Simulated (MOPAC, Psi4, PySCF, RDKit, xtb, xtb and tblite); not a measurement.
Two geometries of SMILES C=C[SiH2][SiH2]C(=O)OC, relaxed at GFN2-xTB with one dihedral held; other torsions can differ between them too.

Structure A

```
18

C     -2.3565     1.1424    -0.2093
C     -2.5554    -0.0118    -0.8274
Si    -1.4802    -1.5486    -0.6220
Si     0.2717    -1.2140     0.8573
C      1.2732     0.3137     0.2965
O      1.1055     1.4555     0.6513
O      2.1845    -0.0428    -0.6186
C      2.9812     0.9950    -1.1785
H     -1.5312     1.2977     0.4682
H     -3.0014     1.9964    -0.3566
H     -3.4031    -0.0928    -1.4993
H     -1.0250    -1.9372    -1.9687
H     -2.3569    -2.6399    -0.1667
H     -0.1245    -0.9272     2.2402
H      1.2467    -2.3084     0.8932
H      3.5461     1.4998    -0.3923
H      2.3447     1.7276    -1.6792
H      3.6526     0.5200    -1.8888
```

Structure B

```
18

C      1.7807     0.7995    -1.3419
C      2.2078    -0.4410    -1.1611
Si     1.2511    -1.7543    -0.1961
Si    -0.8222    -2.1289    -1.1729
C     -1.1137    -0.6732    -2.3765
O     -1.7324     0.3395    -2.1592
O     -0.4430    -0.8957    -3.5160
C     -0.4645     0.1355    -4.4958
H      0.8438     1.1464    -0.9340
H      2.3414     1.5326    -1.9036
H      3.1561    -0.7238    -1.6029
H      2.0873    -2.9640    -0.1757
H      1.1390    -1.3047     1.2002
H     -1.9618    -2.1279    -0.2513
H     -0.9151    -3.3364    -1.9996
H     -1.4929     0.4435    -4.6940
H      0.1007     0.9990    -4.1389
H     -0.0059    -0.2772    -5.3906
```

Q: Which is lower in energy at the level PBE0-D3(BJ)/def2-SVP // GFN2-xTB run with Psi4, and by how much?

A: A is lower, by 6.47 kJ/mol (dihedral C1–C2–Si3–Si4: 0° in A, 60° in B).

E(B) − E(A) in kJ/mol at the other levels, on the same two geometries: GFN2-xTB (xtb and tblite) 1.00; MMFF94 // GFN2-xTB (RDKit) 0.98; PBE0/def2-SVP // GFN2-xTB (Psi4) 8.53; PBE/def2-SVP // GFN2-xTB (Psi4) 8.50; PBE-D3(BJ)/def2-SVP // GFN2-xTB (Psi4) 6.43; UFF // GFN2-xTB (RDKit) -0.29; PM7, restricted, heats of formation // GFN2-xTB (MOPAC) -1.50; PM6, restricted, heats of formation // GFN2-xTB (MOPAC) 3.95; GFN1-xTB // GFN2-xTB (xtb) 7.30; restricted B3LYP/6-31G*, spherical d, density fitting // GFN2-xTB (PySCF) 8.83; restricted Hartree-Fock/STO-3G // GFN2-xTB (PySCF) 4.68; restricted BP86/6-31G*, spherical d, density fitting // GFN2-xTB (PySCF) 9.41; restricted Hartree-Fock/LANL2DZ, with its core potentials past Ne // GFN2-xTB (PySCF) 8.42.
